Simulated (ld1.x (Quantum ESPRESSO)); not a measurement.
# Which change was made? (Ti, TM semilocal)

```
Element                 : titanium (Ti)
Generator               : ld1.x (Quantum ESPRESSO) 7.5
Type                    : norm-conserving Troullier–Martins (semilocal form)
Functional              : PBE
Relativity              : scalar-relativistic
Frozen core             : [Ar]
Valence charge          : 4
Reference configuration : 3d2 4s1 4p0 (charge +1)
Partial waves           : 4p (bound, empty): rc 3.05 bohr; 3d (bound): rc 2.20 bohr; 4s (bound): rc 2.30 bohr
Local potential         : the s channel
Core correction         : none
```

Cutoffs, loose and tight: the cutoffs (Ry, on a coarse ladder) from which the occupation-weighted sum of valence levels, in a spherical-Bessel basis at the reference potential, stays within 10 and 1 mRy of its value at 400 Ry. They do not see the model core or the augmentation charge, which bear on the density cutoff. Test errors are all-electron minus pseudo excitation energies from the reference, over the configurations 3d2 4s2 4p0; 3d2 4s0 4p0; 3d1 4s0 4p0; 3d2 4s0 4p2; 3d2.5 4s1.5 4p0; 3d2 4s1.5 4p0; 3d2 4s1 4p1; variants that change the core or the reference have their own tests.

The base gives: outcome: generated; cutoff, loose: 45 Ry; cutoff, tight: 55 Ry; bound ghosts: none; largest test error (meV): +414.

Question: After one change the result is: outcome: generated, misses its reference levels by 0.37 eV; cutoff, loose: 50 Ry; cutoff, tight: 120 Ry; bound ghosts: none; largest test error (meV): +231. Which change was it?
A. reference 3d2 4s1.5 4p0
B. core correction a·sin(br)/r model core inside 1.32 bohr
C. wave 4s (bound): rc 2.30 bohr becomes 4s (bound): rc 1.54 bohr

Answer: C. The others give: core correction a·sin(br)/r model core inside 1.32 bohr → outcome: generated; cutoff, loose: 45 Ry; cutoff, tight: 55 Ry; bound ghosts: none; largest test error (meV): -374 | reference 3d2 4s1.5 4p0 → outcome: generated; cutoff, loose: 45 Ry; cutoff, tight: 55 Ry; bound ghosts: none; largest test error (meV): +201.
